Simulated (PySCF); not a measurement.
Record of a relaxation.

Species: C9H10N2.
Numbering: `[N:1]#[C:2][CH2:3][C@@H:4]1[CH2:5][C@:6]12[CH2:7][CH2:8][C@@H:9]2[C:10]#[N:11]` (hydrogens: H12, H13 on C3; H14 on C4; H15, H16 on C5; H17, H18 on C7; H19, H20 on C8; H21 on C9)

Method: PySCF, PBE0-D3(BJ)/def2-SVP geometry optimisation, gas phase; density fitting, grid level 1; the optimiser is geomeTRIC in internal coordinates, started from a GFN2-xTB structure. The frame can shift and turn from step to step; on so coarse a grid that alone can change the energy by a few meV, and forces under 0.02 eV/Å are noise.

Step 0: E = -12450.2949 eV, largest atomic force 1.883 eV/Å
```
atom  x, y, z in Å  |  force x, y, z in eV/Å
N1      2.373    2.421    0.572    0.066   1.855   0.108
C2      2.309    1.283    0.487    0.151  -1.213   0.026
C3      2.237   -0.151    0.370   -0.451  -0.334  -0.229
C4      1.079   -0.613   -0.499   -0.013   0.466  -0.052
C5      0.532    0.267   -1.590   -0.044  -0.353   0.398
C6     -0.277    0.008   -0.361    0.294   0.012  -0.230
C7     -0.753    1.018    0.669   -0.127  -0.068  -0.065
C8     -2.124    0.320    0.696    0.242   0.096  -0.030
C9     -1.613   -0.742   -0.309    0.013   0.204   0.016
C10    -1.511   -2.067    0.233   -0.164   0.992  -0.583
N11    -1.395   -3.110    0.688    0.194  -1.720   0.742
H12     3.182   -0.501   -0.061    0.216  -0.116  -0.024
H13     2.144   -0.578    1.375    0.066  -0.136   0.207
H14     1.106   -1.680   -0.691   -0.075  -0.356  -0.059
H15     0.230   -0.195   -2.519   -0.163  -0.273  -0.383
H16     0.958    1.253   -1.708    0.179   0.481   0.010
H17    -0.217    0.980    1.616    0.158   0.025   0.323
H18    -0.765    2.049    0.320    0.042   0.353  -0.065
H19    -2.409   -0.087    1.663   -0.149  -0.129   0.269
H20    -2.941    0.920    0.304   -0.308   0.181  -0.133
H21    -2.154   -0.778   -1.258   -0.128   0.033  -0.246
```

Step 1: E = -12450.3700 eV, largest atomic force 0.108 eV/Å
```
atom  x, y, z in Å  |  force x, y, z in eV/Å
N1      2.333    2.217    0.736    0.023   0.029   0.000
C2      2.260    1.066    0.654   -0.036   0.013  -0.005
C3      2.132   -0.380    0.523    0.061  -0.040   0.024
C4      0.976   -0.821   -0.352   -0.025  -0.085  -0.016
C5      0.429    0.034   -1.456    0.028   0.063  -0.067
C6     -0.382   -0.208   -0.225    0.004  -0.046   0.014
C7     -0.879    0.811    0.798    0.060   0.052   0.017
C8     -2.244    0.096    0.817   -0.076  -0.004   0.044
C9     -1.712   -0.981   -0.171   -0.033   0.038  -0.095
C10    -1.612   -2.332    0.350    0.011  -0.005   0.050
N11    -1.495   -3.395    0.794    0.002  -0.031  -0.021
H12     3.082   -0.759    0.108   -0.034  -0.004   0.019
H13     2.035   -0.811    1.534    0.002  -0.001  -0.026
H14     0.982   -1.904   -0.530   -0.001   0.061   0.020
H15     0.124   -0.454   -2.387    0.009   0.005   0.030
H16     0.848    1.039   -1.580   -0.018  -0.032   0.003
H17    -0.346    0.780    1.761   -0.013  -0.002  -0.017
H18    -0.887    1.853    0.451   -0.004  -0.006   0.006
H19    -2.554   -0.304    1.791    0.000   0.013  -0.008
H20    -3.074    0.682    0.398    0.020  -0.024   0.001
H21    -2.248   -1.012   -1.135    0.020   0.006   0.028
```

Step 2: E = -12450.3709 eV, largest atomic force 0.029 eV/Å
```
atom  x, y, z in Å  |  force x, y, z in eV/Å
N1      2.347    2.215    0.726    0.012  -0.002  -0.001
C2      2.265    1.063    0.651   -0.019   0.000   0.003
C3      2.131   -0.383    0.527    0.015   0.002   0.007
C4      0.974   -0.823   -0.349   -0.013  -0.008  -0.006
C5      0.431    0.035   -1.454    0.010   0.015  -0.010
C6     -0.382   -0.206   -0.223   -0.002  -0.002   0.006
C7     -0.879    0.813    0.800    0.015   0.006  -0.002
C8     -2.246    0.098    0.819   -0.008  -0.006   0.006
C9     -1.714   -0.977   -0.174   -0.002   0.007  -0.016
C10    -1.613   -2.331    0.343   -0.004   0.004   0.028
N11    -1.496   -3.398    0.778    0.001  -0.007  -0.020
H12     3.078   -0.770    0.115   -0.003  -0.005   0.003
H13     2.030   -0.812    1.538   -0.003   0.002   0.000
H14     0.976   -1.904   -0.525    0.003  -0.001   0.000
H15     0.127   -0.454   -2.384   -0.002  -0.006   0.004
H16     0.852    1.037   -1.578    0.000  -0.002   0.002
H17    -0.347    0.781    1.762    0.001  -0.002   0.001
H18    -0.886    1.856    0.454   -0.006  -0.001  -0.001
H19    -2.557   -0.302    1.792    0.004   0.002  -0.001
H20    -3.075    0.683    0.399    0.001   0.000  -0.004
H21    -2.248   -1.004   -1.137    0.000   0.005   0.003
```

Step 3: E = -12450.3711 eV, largest atomic force 0.033 eV/Å
```
atom  x, y, z in Å  |  force x, y, z in eV/Å
N1      2.360    2.208    0.721    0.002  -0.011   0.000
C2      2.268    1.057    0.651    0.000  -0.004   0.003
C3      2.128   -0.389    0.532   -0.011   0.013  -0.004
C4      0.972   -0.826   -0.346    0.003   0.013   0.001
C5      0.434    0.034   -1.453    0.001  -0.009   0.019
C6     -0.382   -0.205   -0.223   -0.009   0.019  -0.014
C7     -0.876    0.816    0.801   -0.009  -0.015   0.000
C8     -2.246    0.103    0.820    0.016   0.002  -0.014
C9     -1.717   -0.971   -0.176    0.013  -0.015   0.026
C10    -1.619   -2.327    0.334   -0.011   0.009   0.003
N11    -1.502   -3.400    0.756    0.000   0.004  -0.011
H12     3.074   -0.783    0.126    0.009  -0.003  -0.002
H13     2.021   -0.814    1.544   -0.004   0.001   0.009
H14     0.971   -1.907   -0.521    0.004  -0.017  -0.008
H15     0.129   -0.454   -2.383   -0.004  -0.005  -0.004
H16     0.859    1.035   -1.576    0.007   0.008   0.000
H17    -0.344    0.781    1.763    0.004   0.002   0.005
H18    -0.882    1.859    0.456   -0.002   0.000  -0.004
H19    -2.556   -0.298    1.793    0.003  -0.003   0.002
H20    -3.073    0.690    0.402   -0.005   0.008   0.001
H21    -2.250   -0.992   -1.139   -0.007   0.004  -0.008
```

Step 4: E = -12450.3712 eV, largest atomic force 0.058 eV/Å
```
atom  x, y, z in Å  |  force x, y, z in eV/Å
N1      2.380    2.195    0.719   -0.007  -0.010   0.003
C2      2.275    1.044    0.654    0.018  -0.007   0.001
C3      2.123   -0.401    0.541   -0.028   0.012  -0.010
C4      0.968   -0.831   -0.343    0.017   0.018   0.009
C5      0.439    0.033   -1.451   -0.006  -0.024   0.037
C6     -0.382   -0.202   -0.223   -0.015   0.029  -0.029
C7     -0.870    0.820    0.802   -0.021  -0.026   0.006
C8     -2.244    0.113    0.821    0.027   0.009  -0.026
C9     -1.722   -0.959   -0.181    0.018  -0.026   0.049
C10    -1.631   -2.320    0.319   -0.012   0.007  -0.024
N11    -1.520   -3.400    0.723   -0.002   0.010   0.004
H12     3.068   -0.804    0.142    0.011  -0.002  -0.004
H13     2.006   -0.821    1.554   -0.003   0.000   0.010
H14     0.962   -1.912   -0.518    0.003  -0.018  -0.011
H15     0.134   -0.455   -2.381   -0.003  -0.001  -0.009
H16     0.871    1.031   -1.573    0.008   0.011  -0.003
H17    -0.339    0.780    1.764    0.006   0.007   0.005
H18    -0.873    1.863    0.458    0.002   0.002  -0.005
H19    -2.554   -0.290    1.793    0.002  -0.006   0.003
H20    -3.069    0.705    0.405   -0.009   0.009   0.007
H21    -2.255   -0.970   -1.144   -0.007   0.005  -0.012
```

Step 5: E = -12450.3711 eV, largest atomic force 0.057 eV/Å
```
atom  x, y, z in Å  |  force x, y, z in eV/Å
N1      2.410    2.170    0.723   -0.015  -0.006   0.005
C2      2.286    1.021    0.663    0.032  -0.006  -0.003
C3      2.115   -0.423    0.554   -0.031   0.006  -0.011
C4      0.963   -0.841   -0.340    0.023   0.014   0.015
C5      0.449    0.031   -1.449   -0.010  -0.028   0.040
C6     -0.381   -0.197   -0.225   -0.015   0.026  -0.036
C7     -0.861    0.826    0.803   -0.022  -0.028   0.011
C8     -2.240    0.130    0.821    0.024   0.014  -0.027
C9     -1.729   -0.939   -0.189    0.014  -0.023   0.050
C10    -1.655   -2.307    0.294   -0.006   0.000  -0.048
N11    -1.554   -3.397    0.676   -0.005   0.014   0.022
H12     3.059   -0.840    0.167    0.009  -0.002  -0.003
H13     1.982   -0.836    1.568    0.000  -0.002   0.007
H14     0.947   -1.922   -0.516   -0.001  -0.011  -0.009
H15     0.141   -0.453   -2.379    0.001   0.006  -0.010
H16     0.893    1.024   -1.567    0.005   0.008  -0.005
H17    -0.329    0.780    1.765    0.004   0.011   0.003
H18    -0.857    1.870    0.462    0.005   0.002  -0.005
H19    -2.550   -0.278    1.791    0.002  -0.007   0.002
H20    -3.061    0.732    0.412   -0.010   0.006   0.012
H21    -2.263   -0.935   -1.152   -0.004   0.006  -0.011
```

Step 6: E = -12450.3712 eV, largest atomic force 0.048 eV/Å
```
atom  x, y, z in Å  |  force x, y, z in eV/Å
N1      2.430    2.149    0.733   -0.015   0.000   0.006
C2      2.294    1.001    0.672    0.029  -0.004  -0.005
C3      2.110   -0.441    0.562   -0.019  -0.003  -0.005
C4      0.959   -0.848   -0.338    0.016   0.005   0.015
C5      0.456    0.030   -1.447   -0.008  -0.018   0.024
C6     -0.380   -0.193   -0.227   -0.009   0.012  -0.025
C7     -0.853    0.830    0.803   -0.010  -0.017   0.012
C8     -2.236    0.143    0.820    0.009   0.013  -0.015
C9     -1.734   -0.924   -0.196    0.003  -0.009   0.026
C10    -1.674   -2.296    0.277    0.001  -0.008  -0.048
N11    -1.583   -3.389    0.649   -0.006   0.011   0.027
H12     3.052   -0.867    0.181    0.002  -0.001  -0.001
H13     1.966   -0.851    1.576    0.002  -0.003   0.001
H14     0.936   -1.929   -0.517   -0.004   0.000  -0.003
H15     0.147   -0.450   -2.379    0.004   0.008  -0.007
H16     0.909    1.019   -1.562    0.001   0.002  -0.004
H17    -0.321    0.780    1.765    0.001   0.011   0.000
H18    -0.843    1.875    0.463    0.005   0.000  -0.004
H19    -2.547   -0.267    1.789    0.003  -0.005   0.001
H20    -3.055    0.753    0.416   -0.007   0.001   0.011
H21    -2.268   -0.908   -1.160    0.002   0.007  -0.005
```

Step 7: E = -12450.3715 eV, largest atomic force 0.025 eV/Å
```
atom  x, y, z in Å  |  force x, y, z in eV/Å
N1      2.433    2.138    0.745   -0.005   0.006   0.004
C2      2.298    0.990    0.678    0.009  -0.001  -0.004
C3      2.109   -0.450    0.564    0.006  -0.012   0.005
C4      0.958   -0.852   -0.339   -0.003  -0.009   0.008
C5      0.459    0.030   -1.446    0.002   0.001  -0.007
C6     -0.379   -0.191   -0.229    0.001  -0.007  -0.003
C7     -0.850    0.832    0.803    0.010   0.003   0.008
C8     -2.234    0.150    0.818   -0.014   0.005   0.004
C9     -1.736   -0.918   -0.200   -0.010   0.010  -0.012
C10    -1.683   -2.290    0.272    0.006  -0.013  -0.021
N11    -1.599   -3.382    0.650   -0.006   0.002   0.015
H12     3.051   -0.879    0.182   -0.007  -0.001   0.002
H13     1.963   -0.863    1.576    0.003  -0.003  -0.006
H14     0.932   -1.932   -0.521   -0.005   0.012   0.003
H15     0.150   -0.446   -2.381    0.005   0.007   0.001
H16     0.916    1.019   -1.560   -0.004  -0.006   0.000
H17    -0.318    0.780    1.764   -0.002   0.006  -0.003
H18    -0.835    1.877    0.463    0.001  -0.002  -0.002
H19    -2.546   -0.263    1.786    0.004  -0.001  -0.002
H20    -3.052    0.763    0.417    0.000  -0.005   0.007
H21    -2.269   -0.897   -1.164    0.007   0.007   0.005
```

**Question.** Summarise the path.

**Answer.** The energy falls by 7.39 kJ/mol from step 0 to step 7; nine tenths of that is first reached at step 1. It never rises by more than 0.2 meV. The largest force goes from 1.883 to 0.025 eV/Å. Among the bonds C9–C10 changes most (a near tie, within 0.001 Å, with another), from 1.435 to 1.452 Å; the atoms move by 0.054 Å rms after alignment.

What follows is the cost of the whole optimisation. On an Intel Xeon Platinum 8559C with one thread, shared host with 192 logical CPUs at a one-minute load of 60, this took 3.0 min wall and 0.88 GiB of memory at its peak.
